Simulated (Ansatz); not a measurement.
This Ansatz (a program for electronic structure) input (PBE/6-31G*) gives -497.66877 Eh with 34 basis functions.

Ansatz 0.2 input:
```yaml
crystal:
  periodic: [false, false, false]
  atoms:
    - {symbol: S, position_ang: [-0.00000000, -0.00000000, -0.57933392]}
    - {symbol: F, position_ang: [0.00000000, 0.00000000, 1.02992697]}
basis:
  gaussian:
    orbitals: 6-31G*
hamiltonian:
  xc: {name: PBE}
magnetization: {spin_polarized: true, initial_magnetization: 1}
```

Change:
```diff
- orbitals: 6-31G*
+ orbitals: 6-31G
```

Q: What does the run give now?

A: -497.62197 Eh (PBE/6-31G, 22 functions), a change of +46.80 mEh.
